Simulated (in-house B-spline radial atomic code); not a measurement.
Configurations of Mg3+, with energies counted from [He] 2s2 2p5. Method: scalar-relativistic (X2C) LDA exchange-only, spin-polarised, spherical fractional occupations, Fermi nucleus of rms radius 3.057 fm. Calculated with a radial B-spline atomic code at the basis-set limit. Shells without spins written out take the highest spin.

Occupations are held fixed; configurations that lie above the ionisation limit could autoionise.

| configuration | E - E(ref) (eV) | highest orbital | its <r> (bohr) |
| --- | --- | --- | --- |
| [He] 2s2 2p(2 up, 2 down) 3s(0 up, 1 down) | 69.964 | 3s down | 2.009 |
| [He] 2s2 2p4 3p1 | 72.911 | 3p up | 2.148 |
| [He] 2s2 2p(2 up, 2 down) 3p(1 up, 0 down) | 76.839 | 3p up | 2.169 |
| [He] 2s2 2p(1 up, 3 down) 3d(0 up, 1 down) | 81.996 | 3d down | 2.375 |
| [He] 2s1 2p5 3p1 | 104.57 | 3p up | 2.155 |

Q: Order these further configurations by energy, lowest first.
A. [He] 2s1 2p5 3d1
B. [He] 2s1 2p6
C. [He] 2s(0 up, 1 down) 2p(3 up, 2 down) 3s(1 up, 0 down)
D. [He] 2s1 2p5 3s1
E. [He] 2s2 2p4 3s1

A: B (32.255 eV), E (66.013 eV), D (97.621 eV), C (101.25 eV), A (113.52 eV).
